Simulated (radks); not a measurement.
Results of a calculation; reference values are marked as such.
Ionisation of neutral tellurium, [Kr] 4d10 5s2 5p4, to [Kr] 4d10 5s2 5p3 as the strength of local exchange is varied. Code: a radial shooting solver on a logarithmic mesh with Libxc functionals. Model: Dirac Kohn-Sham, Slater X-alpha exchange (alpha = 2/3 is LDA exchange), no correlation, spin-unpolarised, spherical densities, point nucleus; open shells fill j = l - 1/2 first.

\begin{tabular}{lrrrrr}
alpha & E(Te) (hartree) & exchange (hartree) & IE (eV) & -e of the level emptied (eV) & <r> of it (bohr) \\ \hline
0.624 & -6775.63275 & -154.49346 & 8.008 & 4.369 (5p3/2) & 2.802 \\
0.63 & -6777.11842 & -156.01210 & 8.061 & 4.415 (5p3/2) & 2.797 \\
0.641 & -6779.84297 & -158.79792 & 8.157 & 4.499 (5p3/2) & 2.787 \\
0.667 & -6786.28704 & -165.39099 & 8.387 & 4.701 (5p3/2) & 2.765 \\
0.712 & -6797.45422 & -176.82993 & 8.792 & 5.057 (5p3/2) & 2.728 \\
0.891 & -6842.05024 & -222.68086 & 10.487 & 6.573 (5p3/2) & 2.596 \\
0.895 & -6843.05000 & -223.71183 & 10.526 & 6.609 (5p3/2) & 2.593 \\
1.016 & -6873.35878 & -255.03021 & 11.747 & 7.720 (5p3/2) & 2.514 \\
\end{tabular}

NIST Atomic Spectra Database: 9.010 eV (measured). The Delta-SCF value meets it near alpha = 0.73. Spin polarisation and multiplet splitting are left out, so open shells lie too high by an amount that depends on their filling.

Beside tabulated values, note that spin-unpolarised runs miss the spin-polarisation part of the exchange energy of open shells.
